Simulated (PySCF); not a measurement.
Working out the ionisation energy of Re

Re [Xe] 4f14 5d5 6s2 (6S) → Re+ [Xe] 4f14 5d5 6s1 (7S). Computed with PySCF 2.14 in aug-cc-pVDZ-PP with ECP60MDF, with scalar relativity through the core potential. Frozen: 5s2 5p6. Energies in hartree (1 hartree = 27.21139 eV):

```json
{"part": "UHF", "Re (lower)": "-77.834749", "Re+ (upper)": "-77.616325"}
{"part": "CCSD correlation", "Re (lower)": "-0.121843", "Re+ (upper)": "-0.069302"}
{"part": "(T)", "Re (lower)": "-0.004045", "Re+ (upper)": "-0.000687"}
```

What does Hartree-Fock give?

(-77.616325) − (-77.834749) = 0.218424 hartree = 5.944 eV.

What do CCSD and CCSD(T) give?

The CCSD correlation energies differ by 0.052541 hartree = 1.430 eV and the triples by 0.003358 hartree = 0.091 eV, so CCSD gives 7.374 eV and CCSD(T) 7.465 eV.

Measured between the centres of the two terms (NIST): 7.834 eV, so CCSD(T) (valence) is off by -0.369 eV.

A double-zeta basis recovers only part of the correlation energy.

What remains against the reference includes basis incompleteness, the frozen core and higher excitations.
